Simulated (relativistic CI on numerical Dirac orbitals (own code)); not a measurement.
Co⁴⁺ in a cubic cluster: L2,3 absorption with charge transfer

Computed with a charge-transfer multiplet model of a cubic metal-ligand cluster with up to 2 ligand holes, Slater and spin-orbit integrals from Dirac-Coulomb-Breit ions, Slater integrals scaled by 0.8. The ground state mixes d5 with configurations of k ligand holes L, whose averages lie at kΔ + k(k − 1)U_dd/2; a core hole lowers each added d electron by U_cd. 300 K, Lorentzian 0.4 eV and Gaussian 0.3 eV FWHM.

Atomic integrals in eV (Slater integrals scaled, ζ unscaled), ground: F2dd 10.866, F4dd 6.824, zeta_d 0.080; with the core hole: F2dd 11.456, F4dd 7.196, zeta_d 0.102, zeta_core 9.658, F2cd 6.863, G1cd 5.283, G3cd 3.006.

Cluster parameters (eV): Δ = 2.3, U_dd = 6.9, U_cd = 8.8, 10Dq(ligand) = 0.5, V(eg) = 1.8, V(t2g) = -0.85, final-state hopping factor = 1.

| Case | n_d | d5 | d6L | d7L2 | S |
| --- | --- | --- | --- | --- | --- |
| 10Dq = 0.85 eV | 5.21 | 0.80 | 0.19 | 0.01 | 2.50 |
| 10Dq = 1.15 eV | 5.20 | 0.80 | 0.19 | 0.01 | 2.50 |
| 10Dq = 2.05 eV | 5.20 | 0.81 | 0.18 | 0.01 | 2.50 |

Weights, n_d and S are thermal averages at 300 K. Photon energies count from the first peak over 30 % of the highest in each spectrum, which can be another peak from case to case. The parameters are a model scan and need not match a compound or its usual spin state. Peaks in eV (height, largest 100):
- 10Dq = 0.85 eV: -1.7 (22), 0.0 (100), 3.1 (11), 4.3 (12), 5.2 (9), 13.9 (15), 15.7 (20), 16.6 (18)
- 10Dq = 1.15 eV: -1.8 (27), 0.0 (100), 3.0 (11), 4.3 (11), 5.3 (8), 13.7 (15), 15.6 (22), 16.6 (16)
- 10Dq = 2.05 eV: 0.0 (42), 1.1 (13), 2.5 (100), 5.0 (15), 6.5 (11), 8.1 (7), 15.6 (16), 18.0 (20), 19.4 (13)

Curve for 10Dq = 1.15 eV (points under 2 left out, the grid thinned):

E (eV), Intensity and a bar:
```
     -3.3        2.0 
     -2.9        4.4 #
     -2.4       11.8 ###
     -2.0       23.6 ########
     -1.6       20.8 #######
     -1.1       13.0 ####
     -0.7       22.1 #######
     -0.2       86.2 ##############################
      0.2       86.2 ##############################
      0.6       53.1 ##################
      1.1       33.1 ###########
      1.5       21.5 #######
      1.9       15.6 #####
      2.4       12.1 ####
      2.8       11.2 ###
      3.2       11.0 ###
      3.7        9.4 ###
      4.1       11.1 ###
      4.6        9.7 ###
      5.0        8.1 ##
      5.4        8.1 ##
      5.9        5.3 #
      6.3        3.7 #
      6.7        3.4 
      7.2        3.1 
      7.6        2.9 
      8.0        2.1 
     12.9        2.6 
     13.3        8.2 ##
     13.8       14.6 ####
     14.2        8.7 ##
     14.6        6.9 ##
     15.1        9.9 ###
     15.5       19.8 ######
     15.9       17.3 #####
     16.4       14.7 ####
     16.8       15.2 #####
     17.2       10.3 ###
     17.7        4.9 #
     18.1        3.9 #
     18.6        3.5 #
     19.0        2.8 
     19.4        2.2 
     19.9        2.1 
     20.3        2.1
```

For the case 10Dq = 1.15 eV, Δ = 2.3 eV is smaller than U_dd = 6.9 eV, the charge-transfer side of the Zaanen-Sawatzky-Allen scheme. With the core hole the configuration with one ligand hole lies at Δ + U_dd − U_cd = 0.4 eV above the one without, against Δ in the ground state. The added d electron screens the hole, so the order of the configurations is kept and charge-transfer satellites are weaker than in photoemission.
